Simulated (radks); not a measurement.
Valence configurations of the lutetium ion Lu+ (all share [Xe]). All-electron calculation, Dirac Kohn-Sham, BLYP, spin-unpolarised, spherical densities, point nucleus; open shells are shared between the two j in proportion to 2j + 1. Program: a radial shooting solver on a logarithmic mesh with Libxc functionals. Order these by energy: 4f14 5d2; 4f13 5d3; 4f14 6s1.5 6p0.5; 4f13 6s1 6p2; 4f13 5d1 6s2; 4f14 6s1 6p1; 4f13 6s2 6p1; 4f14 6s2; 4f12.5 5d0.5 6s2 6p1; 4f14 5d1 6p1.

Answer. From the lowest, in eV above it: 4f14 6s2 0.000; 4f14 6s1.5 6p0.5 2.265; 4f14 6s1 6p1 4.579; 4f14 5d2 4.756; 4f14 5d1 6p1 6.438; 4f13 5d1 6s2 12.017; 4f13 5d3 15.180; 4f13 6s2 6p1 16.674; 4f13 6s1 6p2 22.086; 4f12.5 5d0.5 6s2 6p1 25.679. NIST lists [Xe] 4f14 6s2 as the ground configuration; this level of theory agrees among the configurations tried. The energies are those of spherical spin-averaged densities, not of single terms.
